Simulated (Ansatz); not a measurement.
## Which is lower?

Two relaxed structures of ZnSiH₃F, singlet (PBE0-D4/def2-TZVP; forces vanish, vibrations not checked).

A:

F1  (0.840, -1.772, 0.802)
Zn2  (-1.148, 2.421, -1.096)
Si3  (0.205, -0.432, 0.196)
H4  (-0.994, -0.805, -0.593)
H5  (1.223, 0.211, -0.669)
H6  (-0.163, 0.456, 1.324)
(Å)

B:

F1  (-1.210, -0.530, -1.253)
Zn2  (0.246, 0.400, 1.598)
Si3  (0.569, -1.412, -0.002)
H4  (-0.641, -0.058, -1.814)
H5  (1.278, -0.436, -0.963)
H6  (-0.001, 1.528, 2.664)
(Å)

Computed with Ansatz 0.2.0 (basis: def2-TZVPP); correlated methods freeze the cores. The 3s and 3p shells of Cu and Zn are frozen; filled d shells are correlated. B3LYP uses VWN-RPA correlation.

(1) Which structure is lower at CCSD(T), and by how much? (Judge from chemistry; the value comes from the calculation.)

The T1 diagnostic stays at or below 0.016. The restricted Hartree–Fock reference is unstable towards an unrestricted one at one or more of these structures.

## Answers

(1) Computed: A, by 354.9 kJ/mol (electronic energy, against the other). By their contacts, A is a complex of SiH₃F ([F][SiH3]) + Zn and B is a complex of ZnSiH₂ ([SiH][ZnH]) + HF.

All methods give the same order:

| method | E(B) − E(A) (kJ/mol) |
| --- | --- |
| PBE-D4 | 326.6 |
| r2SCAN-D4 | 340.5 |
| PBE0-D4 | 338.8 |
| B3LYP-D4 | 363.6 |
| wB97M-V | 339.7 |
| HF | 394.9 |
| MP2 | 361.7 |
| CCSD | 361.0 |
| CCSD(T) | 354.9 |

Labels in which every atom is bracketed show which atoms are joined, not bond orders.

For scale, one of the runs: CCSD(T)/def2-TZVPP, 179 basis functions, launched by `ansatz run in.yaml --threads 2 --pin off --events-out ev --progress --plain --max-ram 4352MiB`. Time: 60 s of wall clock on 2 CPU threads of an Arm Neoverse V2; the host was shared. Peak host memory: 1.6 GiB.
